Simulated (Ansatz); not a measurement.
A structure relaxed at PBE-D4/def2-TZVP in Ansatz, charge 1, doublet:

Cartesian coordinates in Å:
```
Au 0.5466 0.7513 0.9447
Au -0.4462 -0.7841 -0.9783
H -0.6468 -1.9964 -0.0314
H 0.5463 2.0292 0.0649
```

**Question.** Give its formula and point group.

**Answer.** the cluster H2Au2⁺ (the lowest doublet isomer of a short search). Point group C2 (tolerance 0.1 Å).

**Question.** Summarise the bond lengths by kind (pairs closer than 1.2 times the sum of covalent radii, bridged metal pairs left out).

**Answer.** 1 × Au–Au 2.65 Å; 2 × Au–H 1.55 Å.

In the def2 sets Au takes a core potential; there is no spin–orbit coupling. The structure comes from a short search, and lower isomers may exist.
